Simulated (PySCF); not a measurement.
CH6CdSi. Atoms are numbered in the order given.

```xyz
9

Cd     0.0000     0.0000    -0.3266
C      0.0000     0.0000    -2.4531
H     -0.7386     0.7169    -2.8443
H     -0.2515    -0.9981    -2.8443
H      0.9901     0.2812    -2.8443
Si     0.0000     0.0000     2.1897
H     -0.0986    -1.3855     2.7570
H     -1.1506     0.7782     2.7570
H      1.2492     0.6073     2.7570
```

Geometry optimised at PBE0-D3(BJ)/def2-SVP. The structure was generated by enumeration; whether it is a known compound was not checked. The def2 effective core potentials stand for the cores of Cd; spin–orbit coupling is left out.

Level of theory: C-PCM-ωB97X/def2-SVP in PySCF.

The values are the electrostatic part of the solvation free energy, E(continuum) − E(gas) at the gas-phase geometry, in a cavity of scaled van der Waals radii (PySCF's table); cavitation and dispersion terms are not included. A continuum can't describe solvent molecules that bind to the metal. In vacuum the orbital gap is 9.87 eV. The dipole moment in vacuum is 1.04 D.

```json
[
 {"solvent": "water", "ε": "78.36", "ΔG(elec) (kcal/mol)": "-6.3", "dipole (D)": "1.49", "gap (eV)": "10.28"},
 {"solvent": "cyclohexanone", "ε": "15.62", "ΔG(elec) (kcal/mol)": "___", "dipole (D)": "___", "gap (eV)": "___"},
 {"solvent": "n-hexane", "ε": "1.88", "ΔG(elec) (kcal/mol)": "-2.7", "dipole (D)": "1.22", "gap (eV)": "10.04"}
]
```

Task: What belongs in the gaps? (Estimate from the structure and the level; the computed values follow.)

Result: 
- cyclohexanone, ΔG(elec) (kcal/mol): -5.9
- cyclohexanone, dipole (D): 1.46
- cyclohexanone, gap (eV): 10.25
